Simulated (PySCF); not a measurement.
C8H9F, SMILES c1ccccc1CCF, GFN2-xTB optimised geometry.

```
18

F     -2.40    -3.53     1.54
C     -1.71    -2.35     1.49
C     -1.47    -1.93     0.04
C     -0.71    -0.63     0.00
C     -1.38     0.58     0.00
C     -0.68     1.78     0.00
C      0.70     1.77     0.00
C      1.38     0.56     0.00
C      0.68    -0.63     0.00
H     -2.31    -1.61     2.03
H     -0.76    -2.51     2.01
H     -0.92    -2.72    -0.47
H     -2.44    -1.81    -0.46
H     -2.46     0.60     0.00
H     -1.21     2.72     0.00
H      1.25     2.70     0.00
H      2.46     0.54     0.00
H      1.21    -1.57    -0.01
```

Density from B3LYP/def2-SVP (PySCF) at that geometry.

Minimum of the electron density along straight lines between bonded atoms, close to the bond critical point (lines longer than 1.1 times the sum of covalent radii, or with two minima, are not listed):

```csv
bond,length / Å,ρ at the minimum / e bohr⁻³,∇²ρ there / e bohr⁻⁵,position (fraction from the first atom)
F1–C2,1.374,0.239,0.01,0.66
C2–C3,1.527,0.250,-0.59,0.51
C3–C4,1.503,0.256,-0.60,0.50
C4–C5,1.389,0.312,-0.80,0.50
C5–C6,1.384,0.315,-0.82,0.50
C6–C7,1.384,0.314,-0.82,0.50
C7–C8,1.384,0.314,-0.82,0.50
C4–C9,1.389,0.312,-0.80,0.50
C8–C9,1.384,0.315,-0.82,0.50
C2–H10,1.095,0.285,-1.10,0.64
C2–H11,1.095,0.285,-1.10,0.64
C3–H12,1.092,0.277,-1.02,0.63
C3–H13,1.092,0.277,-1.02,0.63
C5–H14,1.081,0.283,-1.07,0.63
C6–H15,1.080,0.284,-1.08,0.63
C7–H16,1.080,0.284,-1.08,0.63
C8–H17,1.080,0.284,-1.08,0.63
C9–H18,1.081,0.283,-1.07,0.63
```
